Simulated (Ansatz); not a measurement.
`[BH2][GaH][OH]` + H₂Se → `[OH][GaH][SeH]` + BH₃ at 700 K and 1 bar (cleavage of the Ga–B bond).

Computed with Ansatz on PBE0-D4/def2-TZVP structures; ΔE is electronic, products minus reactants. CCSD(T)/CBS adds triple-zeta CCSD(T) − MP2 to the extrapolated MP2 energy (def2 sets, frozen cores). This one scheme is used for every species. For Ga, Se outer-core shells are correlated without core-valence functions, which leaves a few kJ/mol of doubt a bond. Scalar relativity is left out up to krypton. Each species was taken in one conformer, which may not be the lowest.

```tsv
species	CCSD(T)/CBS energy (Eh)	H − E (kJ/mol)	S (J/(mol·K))
`[BH2][GaH][OH]`	-2026.29567	163.5	393.7
H₂Se	-2401.89790	61.1	251.1
`[OH][GaH][SeH]`	-4401.68747	131.3	404.2
BH₃	-26.55200	96.5	225.0
```

H − E and S are ideal-gas, rigid-rotor, harmonic terms from PBE0-D4/def2-TZVP, for one conformer and one mirror image of each species. 1 Eh = 2625.50 kJ/mol, R = 8.31446 J/(mol·K).

Q: By hand: ΔE, ΔH, ΔS and ΔG.

A: ΔE = (-4401.68747) + (-26.55200) − (-2026.29567) − (-2401.89790) = -0.04590 Eh = -120.5 kJ/mol. Δ(H − E) = 131.3 + 96.5 − 163.5 − 61.1 = 3.2, so ΔH = -117.3 kJ/mol. ΔS = 404.2 + 225.0 − 393.7 − 251.1 = -15.6 J/(mol·K). ΔG = -117.3 − 700 × (-15.6)/1000 = -106.4 kJ/mol.

Q: By hand: the equilibrium constant, and the temperature at which ΔG would vanish if ΔH and ΔS stayed fixed.

A: log₁₀ K = −ΔG/(RT ln 10) = 7.9. ΔG = 0 at ΔH/ΔS = 7519 K, far beyond where these terms or the molecules hold.

ΔH outweighs TΔS. A doubt of 5 kJ/mol in ΔE shifts log₁₀ K by 0.4 here. Other conformers and mirror images would add mixing entropy, several J/(mol·K) or more a flexible species. These are equilibria of isolated gas molecules and say nothing of rates. Largest T1 diagnostic: 0.015 (customary marks: 0.02 for closed shells, 0.045 for open ones).
